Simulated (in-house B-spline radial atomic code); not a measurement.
The titanium ion Ti⁸⁺: [Ne] 3s2 3p2

Method: non-relativistic Hartree-Fock, spin-polarised, averaged over the determinants with the given up and down occupations, point nucleus. Calculated with an all-electron radial atomic-structure program (B-spline basis).

Effective charges: Z_r = [3n² - l(l+1)]/(2<r>) from the radius, Z_e = n√(-2ε) from the energy, and Slater's rules. Values are occupation-weighted means over spin.

```tsv
shell	electrons	ε (eV)	<r> (bohr)	Z_r	Z_e	Slater
1s	2	-5163.1	0.07009	21.40	19.48	21.70
2s	2	-751.76	0.3229	18.58	14.87	17.85
2p	6	-653.18	0.288	17.36	13.86	17.85
3s	2	-214.16	0.9077	14.87	11.90	12.15
3p	2	-191.56	0.9193	13.60	11.26	12.15
```

The least bound orbital is 3p up at -191.6 eV, and it is also the most diffuse (<r> = 0.9193 bohr).
